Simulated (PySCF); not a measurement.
## Computed structure and properties of Nd2O3

System: Nd2O3 (singlet in the valence; each metal's 4f electrons, 3 of them, lie in its core potential, out of spins and levels); start: displaced along the imaginary mode (C2v). Method: PySCF 2.14.0, RKS B3LYP, Nd lcecp-1-SVP with ECP49, O def2-SVP; non-relativistic Hamiltonian with scalar-relativistic core potentials where named; density fitting; no spin-orbit coupling.

Input of the relaxation:

```python
mol = gto.M(atom='''
Nd    -0.03407    -0.00279     2.29579
Nd    -0.03407    -0.00279    -2.29579
O      0.24916     0.02043    -0.00000
O      0.17765     0.01457     4.21097
O      0.17765     0.01457    -4.21097''',
    basis={'Nd': 'lcecp-1-SVP', 'O': 'def2-SVP'},
    ecp={'Nd': 'lcecp-1-SVP'},
    charge=0, spin=0)
mf = dft.RKS(mol, xc='B3LYP')
mf.grids.atom_grid = (50, 194)  # f atoms: unpruned, at least (60, 302)
mf = mf.density_fit()  # fitting sets: Nd AutoAux, O def2-universal-JKFIT
mf.conv_tol = 1e-08; mf.max_cycle = 55
mf.kernel(dm0)  # dm0: converged density of the start geometry
# quasi-Newton relaxation in Cartesian coordinates to a largest gradient under 0.00045 Eh/bohr, steps kept in the point group
```

Run from Python with OMP_NUM_THREADS=2; the lines above give its settings. Where DIIS fails, smearing, a level shift and second-order steps follow.
It took 2.4 min on 2 threads of Arm Neoverse V1, with other jobs on the host, from the converged density of the start.

Course of the relaxation:

```json
{"step": "0", "energy above end (eV)": "1.9130", "largest force component within the symmetry (eV/Å)": "0.562"}
{"step": "1", "energy above end (eV)": "1.7889", "largest force component within the symmetry (eV/Å)": "0.694"}
{"step": "2", "energy above end (eV)": "1.6311", "largest force component within the symmetry (eV/Å)": "0.723"}
{"step": "3", "energy above end (eV)": "1.4577", "largest force component within the symmetry (eV/Å)": "0.860"}
{"step": "4", "energy above end (eV)": "1.0296", "largest force component within the symmetry (eV/Å)": "2.168"}
{"step": "5", "energy above end (eV)": "0.8031", "largest force component within the symmetry (eV/Å)": "1.535"}
{"step": "6", "energy above end (eV)": "0.5500", "largest force component within the symmetry (eV/Å)": "0.316"}
{"step": "7", "energy above end (eV)": "0.4632", "largest force component within the symmetry (eV/Å)": "1.236"}
{"step": "19", "energy above end (eV)": "0.0061", "largest force component within the symmetry (eV/Å)": "0.171"}
{"step": "20", "energy above end (eV)": "0.0018", "largest force component within the symmetry (eV/Å)": "0.085"}
{"step": "21", "energy above end (eV)": "0.0007", "largest force component within the symmetry (eV/Å)": "0.050"}
{"step": "22", "energy above end (eV)": "0.0002", "largest force component within the symmetry (eV/Å)": "0.062"}
{"step": "23", "energy above end (eV)": "0.0000", "largest force component within the symmetry (eV/Å)": "0.032"}
{"step": "24", "energy above end (eV)": "0.0000", "largest force component within the symmetry (eV/Å)": "0.001"}
```
(The steps between are left out.)

Relaxed geometry (C2v):

```xyz
5

Nd   -0.5531   -0.0454    2.1066
Nd   -0.5531   -0.0454   -2.1066
O    -0.9489   -0.0778    0.0000
O     1.2957    0.1063    2.4422
O     1.2957    0.1063   -2.4422
```

```
   contact      Å
Nd1–O3 (O)  2.144
Nd1–O4 (O)  1.885
Nd2–O5 (O)  1.885
```

On the finer grid (75, 302):

* HOMO: -5.33 eV
* LUMO: -2.02 eV
* Dipole about the centre of mass: 12.13 D
* Set of Mulliken populations of Nd1 outside the core potential: s 2.12, p 6.20, d 1.82, f 0.10
* D3(BJ) dispersion energy (not in the energies): -0.212 eV

```
atom  Mulliken (e)  Löwdin (e)  spin (e)
 Nd1          0.76        0.60      0.00
 Nd2          0.76        0.60      0.00
  O3         -0.69       -0.45      0.00
  O4         -0.41       -0.37      0.00
  O5         -0.41       -0.37      0.00
```

The 4f levels lie in the core potential and are missing. Their spin isn't counted.

A rough frequency check found unstable modes, so this is probably a saddle point.

Rigid scan of O along the line from its metal:

(distance to O3 (Å), energy (eV)): (1.84, 1.307), (1.94, 0.544), (2.04, 0.130), (2.14, 0.000), (2.24, 0.126), (2.34, 0.512), (2.54, 2.224)

One start shape was tried, so this needn't be the lowest isomer.

An lcecp potential fixes the number of 4f electrons, so in runs with it no electron can move into or out of that shell.
